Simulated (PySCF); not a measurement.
HGeI$_{3}$, singlet, at a GFN2-xTB geometry (core potentials on I); DF-PBE/def2-SVPD in PySCF.

Input for PySCF:
```python
from pyscf import gto, scf, dft

mol = gto.M(
    atom='''
Ge    0.01234581   -0.00419266    0.62670180
I    -2.00327451   -1.32380077   -0.10914616
I    -0.14931990    2.39595182   -0.12078311
I     2.14433869   -1.06934739   -0.18915038
H     0.04248749   -0.01442884    2.15676404
''',
    basis='def2-svpd',
    ecp={'I': 'def2-svpd'},
    verbose=4,
    max_memory=1800,
)

mf = dft.RKS(mol)
mf.xc = 'pbe'
mf = mf.density_fit(auxbasis='def2-universal-jkfit')
mf.kernel()
```

It wrote (shortened):

```
PySCF version 2.14.0

[INPUT] verbose = 4
[INPUT] num. atoms = 5
[INPUT] num. electrons = 108
[INPUT] charge = 0
[INPUT] spin (= nelec alpha-beta = 2S) = 0
[INPUT] symmetry False subgroup None
[INPUT] Mole.unit = angstrom
[INPUT] Symbol           X                Y                Z      unit          X                Y                Z       unit  Magmom
[INPUT]  1 Ge     0.012345810000  -0.004192660000   0.626701800000 AA    0.023330199686  -0.007922979133   1.184294763772 Bohr   0.0
[INPUT]  2 I     -2.003274510000  -1.323800770000  -0.109146160000 AA   -3.785640176222  -2.501620898788  -0.206256349948 Bohr   0.0
[INPUT]  3 I     -0.149319900000   2.395951820000  -0.120783110000 AA   -0.282173715947   4.527692747453  -0.228246998373 Bohr   0.0
[INPUT]  4 I      2.144338690000  -1.069347390000  -0.189150380000 AA    4.052212842409  -2.020773699118  -0.357442414557 Bohr   0.0
[INPUT]  5 H      0.042487490000  -0.014428840000   2.156764040000 AA    0.080289719820  -0.027266555895   4.075693350910 Bohr   0.0

nuclear repulsion = 765.913814311145
number of shells = 57
number of NR pGTOs = 300
number of NR cGTOs = 151
basis = def2-svpd
ecp = {'I': 'def2-svpd'}

******** <class 'pyscf.df.df_jk.DFRKS'> ********
method = DFRKS
initial guess = minao
damping factor = 0
level_shift factor = 0
DIIS = <class 'pyscf.scf.diis.CDIIS'>
diis_start_cycle = 1
diis_space = 8
diis_damp = 0
SCF conv_tol = 1e-09
SCF conv_tol_grad = None
SCF max_cycles = 50
direct_scf = False
XC library pyscf.dft.libxc version 7.1.2
    S. Lehtola, C. Steigemann, M. J. T. Oliveira, and M. A. L. Marques,  SoftwareX 7, 1–5 (2018)
XC functionals = pbe
    J. P. Perdew, K. Burke, and M. Ernzerhof,  Phys. Rev. Lett. 77, 3865 (1996)
    J. P. Perdew, K. Burke, and M. Ernzerhof,  Phys. Rev. Lett. 78, 1396 (1997)
    J. P. Perdew, K. Burke, and M. Ernzerhof,  Phys. Rev. Lett. 77, 3865 (1996)
    J. P. Perdew, K. Burke, and M. Ernzerhof,  Phys. Rev. Lett. 78, 1396 (1997)
radial grids:
    Treutler-Ahlrichs [JCP 102, 346 (1995); DOI:10.1063/1.469408] (M4) radial grids

becke partition: Becke, JCP 88, 2547 (1988); DOI:10.1063/1.454033
pruning grids: <function nwchem_prune>
grids dens level: 3
symmetrized grids: False
atomic radii adjust function: <function treutler_atomic_radii_adjust>
small_rho_cutoff = 0
Set gradient conv threshold to 3.16228e-05
Initial guess from minao.
tot grids = 96328
init E= -2875.06665171321
  HOMO = -1.4101362804676  LUMO = -1.23608417568598  gap/eV = 4.73620
cycle= 1 E= -2964.49694967712  delta_E= -89.4  |g|= 5.73  |ddm|= 18.7
  HOMO = -0.0172025969262189  LUMO = 0.0375104590600398  gap/eV = 1.48882
cycle= 2 E= -2951.86882223075  delta_E= 12.6  |g|=  7.6  |ddm|= 22.8
  HOMO = -0.113644062187406  LUMO = -0.0836164277159272  gap/eV = 0.81709
cycle= 3 E= -2966.9414903272  delta_E= -15.1  |g|= 2.41  |ddm|= 16.8
  HOMO = -0.312625450310345  LUMO = -0.254137656288497  gap/eV = 1.59153
cycle= 4 E= -2967.5442008305  delta_E= -0.603  |g|= 2.89  |ddm|= 8.24
  HOMO = -0.229590719174135  LUMO = -0.144797519960574  gap/eV = 2.30734
cycle= 5 E= -2969.94993510971  delta_E= -2.41  |g|= 0.798  |ddm|=  5.2
  HOMO = -0.257174921178474  LUMO = -0.165195430073744  gap/eV = 2.50289
cycle= 6 E= -2970.11712527491  delta_E= -0.167  |g|= 0.554  |ddm|= 1.85
  HOMO = -0.242211040663594  LUMO = -0.136454945798356  gap/eV = 2.87777
cycle= 7 E= -2970.21058464823  delta_E= -0.0935  |g|= 0.097  |ddm|= 0.862
  HOMO = -0.241317656128895  LUMO = -0.134688681585537  gap/eV = 2.90152
cycle= 8 E= -2970.2141469776  delta_E= -0.00356  |g|= 0.024  |ddm|= 0.158
  HOMO = -0.242502793003595  LUMO = -0.135202852895034  gap/eV = 2.91978
cycle= 9 E= -2970.21442140074  delta_E= -0.000274  |g|= 0.00409  |ddm|= 0.075
  HOMO = -0.242404341078006  LUMO = -0.135433849384164  gap/eV = 2.91082
cycle= 10 E= -2970.21442826813  delta_E= -6.87e-06  |g|= 0.00216  |ddm|= 0.0137
  HOMO = -0.242393115392316  LUMO = -0.135337919789393  gap/eV = 2.91312
cycle= 11 E= -2970.21442994846  delta_E= -1.68e-06  |g|= 0.000178  |ddm|= 0.00344
  HOMO = -0.242382243051573  LUMO = -0.13531806212341  gap/eV = 2.91336
cycle= 12 E= -2970.21442995689  delta_E= -8.43e-09  |g|= 3.84e-05  |ddm|= 0.000371
  HOMO = -0.242383745267388  LUMO = -0.135321083175384  gap/eV = 2.91332
cycle= 13 E= -2970.21442995743  delta_E= -5.44e-10  |g|= 3.79e-06  |ddm|= 8.02e-05
  HOMO = -0.242384136125718  LUMO = -0.135321600199951  gap/eV = 2.91332
Extra cycle  E= -2970.21442995741  delta_E= 2.46e-11  |g|= 6.67e-06  |ddm|= 2.12e-05
converged SCF energy = -2970.21442995741
```
